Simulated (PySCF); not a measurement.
Series: H2E=Y. All species are isolated molecules in the gas phase. Strings in code marks are SMILES.

These are PySCF with PBE-D3(BJ)/def2-TZVP // r2SCAN-D4/def2-TZVP values and carry that method's errors. Excitations are Tamm–Dancoff values on a coarser integration grid. The basis has no diffuse functions, so Rydberg states are missing or too high.

| species | hole reorganisation energy (four-point) (eV) | T1 excitation (TDA) (eV) | S1 oscillator strength | S1 excitation (TDA) (eV) |
|---|---|---|---|---|
| `C=S` | [?] | 1.59 | 0.000 | 2.18 |
| `[SiH2]=O` | 0.476 | [?] | 0.000 | 3.79 |
| `[SiH2]=[Se]` | 0.244 | [?] | [?] | 2.47 |
| `N=[SiH2]` | 1.196 | 3.24 | 0.001 | 3.96 |

Fill in the missing entries.


- `C=S`, hole reorganisation energy (four-point) (eV): 0.029
- `[SiH2]=O`, T1 excitation (TDA) (eV): 3.39
- `[SiH2]=[Se]`, T1 excitation (TDA) (eV): 2.14
- `[SiH2]=[Se]`, S1 oscillator strength: 0.000
